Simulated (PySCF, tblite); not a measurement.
Species: C₈H₅FN₂.
Bonds: F1–C2, C2–C3 (aromatic), C3–C4 (aromatic), C4–C5 (aromatic), C5–C6 (aromatic), C6–N7 (aromatic), N7–N8 (aromatic), N8–C9 (aromatic), C9–C10 (aromatic), C10–C11 (aromatic), C2–C11 (aromatic), C5–C10 (aromatic). Hydrogens: H12 on C3; H13 on C4; H14 on C6; H15 on C9; H16 on C11.

The geometry is computed with GFN2-xTB (gas phase).

(1) Give the optimised bond lengths and angles.

Results:

(1) 
| bond | length (Å) | order |
| --- | --- | --- |
| F1–C2 | 1.345 | single |
| C2–C3 | 1.404 | aromatic |
| C3–C4 | 1.367 | aromatic |
| C4–C5 | 1.409 | aromatic |
| C5–C6 | 1.419 | aromatic |
| C6–N7 | 1.300 | aromatic |
| N7–N8 | 1.323 | aromatic |
| N8–C9 | 1.300 | aromatic |
| C9–C10 | 1.419 | aromatic |
| C10–C11 | 1.406 | aromatic |
| C2–C11 | 1.367 | aromatic |
| C5–C10 | 1.417 | aromatic |
| C3–H12 | 1.079 | single |
| C4–H13 | 1.080 | single |
| C6–H14 | 1.082 | single |
| C9–H15 | 1.082 | single |
| C11–H16 | 1.079 | single |

Orders are formal, as drawn. A selection of angles:
| angle | degrees |
| --- | --- |
| F1–C2–C3 | 117.8 |
| F1–C2–C11 | 119.4 |
| C3–C2–C11 | 122.8 |
| C2–C3–C4 | 119.5 |
| C3–C4–C5 | 119.8 |
| C4–C5–C6 | 124.5 |
| C4–C5–C10 | 119.8 |
| C6–C5–C10 | 115.7 |
| C5–C6–N7 | 123.6 |
| C6–N7–N8 | 120.7 |
| N7–N8–C9 | 120.7 |
| N8–C9–C10 | 123.5 |
| C9–C10–C11 | 124.3 |
| C5–C10–C9 | 115.8 |
| C5–C10–C11 | 119.9 |
| C2–C11–C10 | 118.2 |

The C–C distances run from 1.367 Å (C3–C4, aromatic) to 1.419 Å (C9–C10, aromatic), a spread of 0.052 Å. The 6-membered ring C5–C6–N7–N8–C9–C10 has internal angles of 115.7° to 123.6° (sum 720°, against 720° for a flat polygon); it is planar, 0.00 Å rms from its mean plane, widest ring torsion 0°. The 6-membered ring C2–C3–C4–C5–C10–C11 has internal angles of 118.2° to 122.8°; it is planar, 0.00 Å rms from its mean plane, widest ring torsion 0°. The 11 heavy atoms lie in one plane (0.001 Å rms). N7 (pyridine-type nitrogen) is bent (angle 120.7°).

Point group: Cs (tolerance 0.08 Å). Its GFN2-xTB frequencies are all real (lowest 107 cm⁻¹).
